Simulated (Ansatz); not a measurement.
Ansatz (a program for electronic structure) input (BLYP/def2-TZVPD):

Ansatz 0.2 input:
```yaml
crystal:
  periodic: [false, false, false]
  atoms:
    - {symbol: O, position_ang: [-1.49560855, -0.59567793, 0.75013524]}
    - {symbol: Si, position_ang: [-0.28776088, 0.00936762, -0.11340040]}
    - {symbol: O, position_ang: [-0.56985481, 0.62359221, -1.56985009]}
    - {symbol: O, position_ang: [0.24042119, -1.59211449, -0.80788450]}
    - {symbol: S, position_ang: [1.20070881, 0.85772649, 1.06071779]}
    - {symbol: H, position_ang: [-1.90046292, -0.17674531, 1.51640040]}
    - {symbol: H, position_ang: [-0.73587773, 1.55154190, -1.76321376]}
    - {symbol: H, position_ang: [-0.01802401, -2.41340526, -0.35518542]}
    - {symbol: H, position_ang: [0.21104696, -1.69426564, -1.77552777]}
    - {symbol: H, position_ang: [1.86096640, 1.39170556, 0.01444208]}
basis:
  gaussian:
    orbitals: def2-TZVPD
hamiltonian:
  xc: {name: BLYP}
total_charge: 1
output: {forces: true}
```

Output:

```
Functional definition: BLYP
integrals: 0.23 GiB planned
1375 factors; their error is unknown
0.40 GiB of the device are held for the grids
1.53 GiB of device memory are held for the factors and their scratch space
mean field: 1.27 GiB planned
mean field evaluation 1: about -24905.7386 eV, gradient 1.4e2 eV
mean field evaluation 2: about -24714.6649 eV, gradient 2.9e2 eV
mean field evaluation 4: about -24932.7545 eV, gradient 3.3e1 eV
mean field evaluation 8: about -24935.1723 eV, gradient 5.2e-1 eV
mean field evaluation 16: about -24935.1520 eV, gradient 1.1e-3 eV
mean field -24935.15202596 eV, -916.3499353008 hartree, gradient 5.9e-5 eV, S^2 0.000000; 0 other end points of the search recorded, 0 dependent functions left out
the calculation of the forces begins
reference -24935.15243161 eV, -916.3499502084 hartree; 29, 29 occupied and 225, 225 virtual orbitals, 1375 factors
Total energy: -24935.15243161 eV, -916.3499502084 hartree
Atom 0 at    -1.495609    -0.595678     0.750135 Å, force    -0.294360    -0.436177    -0.018696 eV/Å
Atom 1 at    -0.287761     0.009368    -0.113400 Å, force     0.214229     0.235035     0.178039 eV/Å
Atom 2 at    -0.569855     0.623592    -1.569850 Å, force    -0.057928    -0.206902    -0.487908 eV/Å
Atom 3 at     0.240421    -1.592114    -0.807885 Å, force     0.249709     0.078963     0.086862 eV/Å
Atom 4 at     1.200709     0.857726     1.060718 Å, force     0.171116     0.060414     0.420696 eV/Å
Atom 5 at    -1.900463    -0.176745     1.516400 Å, force    -0.211678     0.190993     0.376343 eV/Å
Atom 6 at    -0.735878     1.551542    -1.763214 Å, force    -0.078905     0.452030    -0.110166 eV/Å
Atom 7 at    -0.018024    -2.413405    -0.355185 Å, force    -0.111425    -0.393754     0.169861 eV/Å
Atom 8 at     0.211047    -1.694266    -1.775528 Å, force    -0.016136    -0.089915    -0.433302 eV/Å
Atom 9 at     1.860966     1.391706     0.014442 Å, force     0.135378     0.109313    -0.181729 eV/Å
Dipole moment:    -0.077824    -0.409328    -0.408859 e Å
```

It need not be the lowest isomer of its formula.
